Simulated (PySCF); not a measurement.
Vertical excitations of a molecule C₃H₆OSi from TDA-PBE0/def2-SVPD (PySCF 2.14.0), as energy in eV (oscillator strength): 5.98 (0.000), 6.22 (0.006), 6.24 (0.002), 6.78 (0.001), 7.22 (0.008), 7.32 (0.077), 7.44 (0.005), 7.63 (0.021), 7.73 (0.081), 7.75 (0.013). Lowest triplet (TDA): 4.77 eV. Geometry: TPSSh-D3(BJ)/def2-SVP. The values are those of a single conformer.

**Question.** Pick the molecule that these values belong to.
A. [SiH3]C1=CCO1
B. C#C[SiH2]CO
C. O=C1C[SiH2]C1
D. C#CCO[SiH3]

**Answer.** B, C#C[SiH2]CO
